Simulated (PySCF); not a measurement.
PySCF input:

```python
from pyscf import gto, scf, dft

mol = gto.M(
    atom='''
    F     2.46106244    0.30287375   -1.78815723
    C     1.26995126    0.17236737   -1.28970058
    C     0.84912882   -0.45053642   -0.20713722
    F     1.70872892   -1.15454323    0.57507032
    C    -0.53185697   -0.43240463    0.22949000
    F    -1.14081832   -1.63128040    0.35130638
    C    -1.23639653    0.65820576    0.51966387
    F    -2.50277116    0.63521029    0.86308062
    F    -0.76008625    1.88265150    0.49715584
    ''',
    basis='def2-tzvpd',
    charge=0,
    spin=1,
    verbose=4,
)

mf = dft.UKS(mol, xc='tpssh').density_fit(auxbasis='def2-universal-jkfit')
mf.grids.level = 3
mf.conv_tol = 1e-9
mf.max_cycle = 100
mf.max_memory = 1500
mf.kernel()
if not mf.converged:
    mf = mf.newton()
    mf.kernel(mf.make_rdm1())
for _ in range(2):
    mo, _, stable, _ = mf.stability(return_status=True)
    if stable:
        break
    mf.kernel(mf.make_rdm1(mo, mf.mo_occ))
mf.analyze()
```

### Question
Predict the final energy.

### Answer
-651.73897 Eh (TPSSh/def2-TZVPD).

It need not be the lowest isomer of its formula.
